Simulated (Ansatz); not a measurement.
`FB(S)[SiH2][SiH3]`. The species carries charge 0 and has multiplicity 1. The structure was optimised at the PBE0-D4/def2-TZVP level. It is one conformer, not always the lowest.

```xyz
11

F     0.609   -1.222    1.992
B     0.979   -0.198    1.228
S     2.725    0.168    1.017
Si   -0.412    0.910    0.257
Si   -1.304   -0.352   -1.503
H     3.195   -0.844    1.771
H    -1.511    1.286    1.191
H     0.201    2.152   -0.289
H    -0.223   -0.721   -2.457
H    -1.916   -1.600   -0.973
H    -2.344    0.420   -2.234
```

(1) What is the dipole moment at r2SCAN/def2-TZVPP? (Estimate.)

(2) And with PBE, B3LYP, ωB97M-V? (Best estimate.)

(3) Give the Mulliken charges with r2SCAN, PBE, ωB97M-V in def2-TZVPP. (Best estimate.)

## Answers

(1) Computed: 0.62 D, with components (0.57, -0.18, 0.18) D in this frame, pointing from negative to positive charge.

(2) Computed: PBE 0.68 D, B3LYP 0.61 D, ωB97M-V 0.60 D.

(3) Computed: 
| atom | r2SCAN | PBE | ωB97M-V |
| --- | --- | --- | --- |
| F1 | -0.24 | -0.18 | -0.21 |
| B2 | 0.33 | 0.33 | 0.28 |
| S3 | -0.13 | -0.15 | -0.13 |
| Si4 | 0.09 | 0.01 | -0.02 |
| Si5 | 0.15 | 0.09 | 0.03 |
| H6 | 0.11 | 0.12 | 0.12 |
| H7 | -0.06 | -0.05 | -0.01 |
| H8 | -0.07 | -0.05 | -0.01 |
| H9 | -0.06 | -0.04 | -0.02 |
| H10 | -0.06 | -0.04 | -0.01 |
| H11 | -0.06 | -0.04 | -0.02 |

B3LYP here is the variant with VWN-RPA as its local correlation; programs differ in this.
